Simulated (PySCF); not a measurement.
## Dipole response of B+ (boron, charge +1)

[He] 2s2, closed-shell 1S. Computed with PySCF 2.14 in ANO-RCC-VTZP (4s3p2d1f, 30 functions), with the spin-free X2C one-electron Hamiltonian (Gaussian nucleus). Coupled (time-dependent) response in atomic units; α is the mean over directions. The basis has no added diffuse functions, which lowers α and C₆.

```csv
method,mean α (bohr³),C₆ (like pair),S(−4)
UHF,11.40,31.63,114.6
PBE,10.68,28.80,100.2
PBE0,10.81,29.30,102.8
r2SCANh,11.28,32.46,103.6
wB97X,11.35,31.83,110.9
```

S(−4) is the Cauchy moment in α(ω) = α(0) + S(−4) ω² + …

α(iu) at PBE:

| u (hartree) | α(iu) (bohr³) |
| --- | --- |
| 0 | 10.68 |
| 0.0500 | 10.44 |
| 0.100 | 9.772 |
| 0.200 | 7.802 |
| 0.300 | 5.878 |
| 0.500 | 3.354 |
| 0.750 | 1.877 |
| 1.00 | 1.186 |
| 1.50 | 0.6033 |
| 2.00 | 0.3738 |
| 3.00 | 0.1957 |
| 5.00 | 0.09070 |

A single London oscillator, α(iu) = α/(1 + u²/ω²), gives C₆ = (3/4) ω α². Matching the computed C₆ needs ω = 4 × 28.80 / (3 × 10.68²) = 0.337 hartree.

For an ion, C₆ is the dispersion term alone; charge-induced terms of lower order in 1/R come first.
